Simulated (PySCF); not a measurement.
- GFN2-xTB structure
- GIAO PBE0/pcSseg-1 shieldings
- code: PySCF 2.14.0 with density-fitted response routines
- no solvent, rapidly exchanging positions averaged, no relativistic terms, one conformer

Shifts are taken against calculated references (same method and geometry level): ¹H (σ = 31.72 ppm) and ¹³C (σ = 186.93 ppm) against TMS. Shifts are as computed. Against solution values, carbons near 30 ppm lie about +3 ppm off and those near 130 ppm about +5 ppm. Of 1211 compounds with measured shifts, 218 miss one by over three times the rms of a fit or turn the order of signals round; such compounds aren't used in these exercises.

Problem. Order these molecules by the shift of their most deshielded carbon-bound hydrogen, lowest δ first.
A. CC(C)(C)CF
B. C#Cc1cccc(C(=O)OC)c1
C. C#Cc1ncn([Si](C)(C)C)n1
D. C[C@H]1C[P@@](=O)(N([SiH3])[SiH3])C1

Solution. D (2.64 ppm, hydrogen on an sp3 CH2 bonded to P), A (4.37 ppm, hydrogen on an sp3 CH2 bonded to F), C (7.87 ppm, hydrogen on an aromatic CH between two ring heteroatoms), B (8.62 ppm, hydrogen on an aromatic CH).

Problem. Order these molecules by the shift of their most shielded carbon-bound hydrogen, lowest δ first.
A. CC(C)(C)CF
B. C#Cc1ncn([Si](C)(C)C)n1
C. C[C@H]1C[P@@](=O)(N([SiH3])[SiH3])C1
D. C#Cc1cccc(C(=O)OC)c1

Solution. B (0.48 ppm, hydrogen on a methyl carbon bonded to Si), A (0.97 ppm, hydrogen on a methyl carbon), C (1.28 ppm, hydrogen on a methyl carbon), D (2.84 ppm, hydrogen on a terminal alkyne carbon).

Problem. How many ¹³C and ¹H signals does each give (equivalence by symmetry and fast rotation, but not about amide C–N or C=N bonds)? `C#Cc1ncn([Si](C)(C)C)n1`, `CC(C)(C)CF`, `C#Cc1cccc(C(=O)OC)c1`, `C[C@H]1C[P@@](=O)(N([SiH3])[SiH3])C1`

Solution. C#Cc1ncn([Si](C)(C)C)n1: 5 C, 3 H; CC(C)(C)CF: 3 C, 2 H; C#Cc1cccc(C(=O)OC)c1: 10 C, 6 H; C[C@H]1C[P@@](=O)(N([SiH3])[SiH3])C1: 3 C, 5 H.
